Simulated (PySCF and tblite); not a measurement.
The numbers below are computed, except where a source is named.
C₅H₉NSi, numbered as in [N:1]#[C:2][C@@H:3]1[CH2:4][CH2:5][SiH2:6][CH2:7]1. The ensemble was built from 60 distance-geometry starts (ETKDG and KDG, MMFF94s, GFN2-xTB) and rests on GFN2-xTB geometries. Weights use BP86-D3(BJ)/def2-SVP (IEF-PCM, acetone) energies plus GFN2-xTB zero-point and thermal terms (modes under about 100 cm⁻¹ blended into free rotors). Symmetry numbers and mirror images are counted. Conformers within 3 kcal/mol (GFN2-xTB free energy) were kept, 2 at most. GIAO shieldings: wB97X/pcSseg-1 (IEF-PCM, acetone). Shifts are against TMS (¹H), TMS (¹³C), TMS (²⁹Si) at the same level. Programs: PySCF with density fitting and tblite.

The 5-ring runs over atoms 3–4–5–6–7.

| conformer | shape | point group | mirror pair | ΔE(DFT) | Δ(G−E) at 298.15 K | δ H3 (ppm) |
| --- | --- | --- | --- | --- | --- | --- |
| 1 | 5-ring twist (ring torsions 38, -14, -13, 38, -51°) | C1 | no | 0.00 | 0.00 | 2.30 |
| 2 | 5-ring twist (ring torsions -38, 15, 12, -36, 50°) | C1 | no | 0.28 | 0.07 | 3.32 |

Energies in kcal/mol; the thermal term leaves out symmetry numbers and mirror images.

(1) Work out the weights at 298.15 K and the ¹H shift of H3 under fast exchange.

## Answers

(1) RT = 0.592 kcal/mol. Each conformer gets RT ln(σ/g), with σ the rotational symmetry number and g = 2 for a mirror pair: 1: σ = 1, g = 1, G = 0.00 + 0.00 + 0.00 = 0.00, 0.00 above the lowest, exp(−ΔG/RT) = 1.000; 2: σ = 1, g = 1, G = 0.28 + 0.07 + 0.00 = 0.35, 0.35 above the lowest, exp(−ΔG/RT) = 0.550. The sum is 1.550, so the weights are 64.5, 35.5 %. The averaged shift is 2.66 ppm. At 298.15 K the leading conformer alone gives 2.30 ppm and bare DFT energies give 2.69 ppm.
